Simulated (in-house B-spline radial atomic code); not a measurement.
Computed with a B-spline radial atomic code. Model: two electrons, singlet ground state, non-relativistic, full CI in B-splines with partial waves to l = 8 (at full coupling up to 3e-4 hartree above the limit, correlation up to 0.6 % small), density held at that of full coupling by Lieb maximisation.

W(λ) is the mean repulsion in the state of coupling λ less the Hartree energy of the fixed density. Its start is exact exchange, its initial slope is twice the second-order Görling-Levy correlation energy, and its area from 0 to 1 is E_xc. A straight curve means weak, dynamic correlation, and a curve that drops fast and flattens means strong correlation.

Command:
```bash
python run_ac.py task.json out
```
Settings (lengths in bohr, energies in hartree):
```
potential              dot
strength               0.0287
lmax                   8
second                 0.5
```

Run time, properties included: 100 s on 1 thread of Intel(R) Xeon(R) Processor @ 2.30GHz (shared host).

**W = mean repulsion less Hartree energy, and W of three functionals.**

Given: confinement charge in harmonic well; well frequency 0.0287 hartree; nuclear charge 0.5; external potential omega^2 r^2/2 - Z/r.

Computed: LDA exchange minus exact 22.641 millihartree; SCAN exchange minus exact -3.4213 millihartree.

```csv
coupling,W xc (hartree),W xc minus exchange (millihartree),kinetic minus Kohn-Sham (millihartree),LDA (PW92) W minus its exchange (millihartree),PBE W minus its exchange (millihartree),SCAN W minus its exchange (millihartree)
0,-0.18018,0,0,0,0,0
0.02,-0.18236,-2.181,0.02,-7.82,-1.58,-1.75
0.05,-0.18543,-5.247,0.13,-14.73,-3.95,-4.14
0.12,-0.19173,-11.554,0.66,-25.5,-9.14,-8.99
0.25,-0.20094,-20.756,2.33,-38.3,-17.22,-16.17
0.4,-0.20866,-28.478,4.81,-48.19,-24.57,-22.52
0.6,-0.21589,-35.715,8.38,-57.48,-32.13,-28.95
0.8,?,?,?,?,?,?
1,-0.2248,-44.622,15.33,-69.66,-42.73,-37.78
1.4,-0.23013,-49.951,21.65,-77.64,-49.97,-43.58
2,-0.23517,-54.986,30.09,-85.81,-57.56,-49.32
3,-0.24012,-59.944,42.25,-94.53,-65.81,-54.99
4.5,?,?,?,?,?,?
7,-0.24819,-68.009,79.39,-110.25,-80.91,-63.14
```

Task: What belongs in the row 0.8?

Result: W xc (hartree): -0.221; W xc minus exchange (millihartree): -40.821; kinetic minus Kohn-Sham (millihartree): 11.93; LDA (PW92) W minus its exchange (millihartree): -64.32; PBE W minus its exchange (millihartree): -38; SCAN W minus its exchange (millihartree): -33.88.

Task: What belongs in the row 4.5?

Result: W xc (hartree): -0.24434; W xc minus exchange (millihartree): -64.159; kinetic minus Kohn-Sham (millihartree): 57.76; LDA (PW92) W minus its exchange (millihartree): -102.5; PBE W minus its exchange (millihartree): -73.44; SCAN W minus its exchange (millihartree): -59.51.

Task: What is the PBE exchange minus exact?

Result: -1.9986 millihartree.

**Energy parts, natural occupations and partial-wave weights.**

Computed: total energy -0.0267 hartree; correlation energy -0.02929 hartree; kinetic part of the DFT correlation energy 0.015332 hartree; initial slope twice GL2 -0.11176 hartree; kinetic part over minus potential part 0.34359; Hartree energy 0.36036 hartree; Kohn-Sham kinetic 0.10707 hartree.

```json
{"natural": "s", "occupation of the shell (electrons)": "1.7767"}
{"natural": "s", "occupation of the shell (electrons)": "0.14098"}
{"natural": "p", "occupation of the shell (electrons)": "0.081205"}
{"natural": "d", "occupation of the shell (electrons)": "0.00068378"}
{"natural": "p", "occupation of the shell (electrons)": "?"}
{"natural": "s", "occupation of the shell (electrons)": "7.2498e-05"}
```

Task: What belongs in the row p?

Result: occupation of the shell (electrons): 0.00025018.

| wave | weight |
| --- | --- |
| s | 0.95886 |
| p | 0.040733 |
| d | 0.00035934 |
| f | ? |
| g | 7.7002e-06 |

Task: What belongs in the row f?

Result: weight: 3.7685e-05.

Task: What is the Lieb Oxford ratio E_xc over LDA exchange?

Result: 1.3296.

Task: What is the exchange energy?

Result: -0.18018 hartree.

Half-way to full coupling W has made 72 % of its drop, against 50 % for a straight line, and second-order (GL2) theory, half the initial slope, overshoots the correlation energy by about 91 %: correlation is strong. Over couplings 0 to 1 the errors in E_xc come to about +3.2 millihartree for LDA, +1.0 millihartree for PBE, +2.0 millihartree for SCAN, so PBE is nearest. In LDA and PBE and SCAN the errors of exchange and correlation have opposite signs, so the sum is smaller than the larger of the two.
